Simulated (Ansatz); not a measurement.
Geometry optimisation, RKS PBE-D4/def2-mTZVP (Ansatz).

input.yaml

```yaml
crystal:
  periodic: [false, false, false]
  atoms:
    - { symbol: Sn, position_ang: [-0.106469, 0.857237, 0.283198] }
    - { symbol: H, position_ang: [-0.40897, -1.805198, -1.076534] }
    - { symbol: H, position_ang: [0.052182, 0.991362, -1.420431] }
    - { symbol: H, position_ang: [-1.531326, 0.033722, 0.767298] }
    - { symbol: H, position_ang: [0.139776, 2.338086, 1.112702] }
    - { symbol: H, position_ang: [0.144705, -1.874577, -0.657776] }
    - { symbol: Cl, position_ang: [1.710101, -0.540831, 0.991542] }
basis:
  gaussian: { orbitals: def2-mTZVP }
hamiltonian:
  xc: pbe
  dispersion: d4
relax:
  f_tol: 0.03
  max_steps: 50
```

Run as:

```bash
$ ansatz run input.yaml --threads 2 --pin off --max-ram 3072MiB --backend cpu --events-out ev --progress --plain --runs-dir out
```

Problem. Where does it end, and by what steps?

Solution. It converged. The force dipped under the threshold on the way, but the program's further checks kept it going. After 5 steps the energy has fallen by 0.132 eV; H2 moved furthest, 0.53 Å.

| step | energy less start (eV) | largest force component (eV/Å) | accepted |
| --- | --- | --- | --- |
| 0 | 0.0000 | 1.779 | yes |
| 1 | -0.1085 | 0.245 | yes |
| 2 | -0.1263 | 0.116 | yes |
| 3 | -0.1306 | 0.018 | yes |
| 4 | -0.1316 | 0.009 | yes |
| 5 | -0.1317 | 0.012 | yes |

```xyz
7
Properties=species:S:1:pos:R:3
Sn -0.068 1.014 0.380
H -0.508 -2.263 -1.324
H 0.096 1.134 -1.326
H -1.492 0.183 0.862
H 0.127 2.524 1.177
H 0.099 -2.259 -0.879
Cl 1.746 -0.334 1.110
```

Time of the run: 4.5 s on 2 threads of Intel(R) Xeon(R) Platinum 8488C (Sapphire Rapids), with other jobs on the host, peak memory 0.16 GiB.
